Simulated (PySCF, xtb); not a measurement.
Si(Cl)2(H)(SeH) (Cl2H2SeSi), SMILES Cl[SiH](Cl)[SeH]. Other conformers were not sampled.

Harmonic wavenumbers (cm⁻¹) from GFN2-xTB (xtb 6.7.1) at its own minimum, in rising order: 98, 118, 142, 176, 346, 483, 524, 601, 622, 637, 2073, 2289.

**Question.** What does PBE-D3(BJ)/def2-SVP in PySCF 2.14.0 give at its own minimum? (An estimate is asked for; the answer gives what the named calculation found.)

**Answer.** 111, 123, 172, 205, 387, 528, 566, 638, 745, 784, 2202, 2347. Paired by order, the mean absolute difference is 58 cm⁻¹ and the zero-point energies are 11.6 and 12.6 kcal/mol.
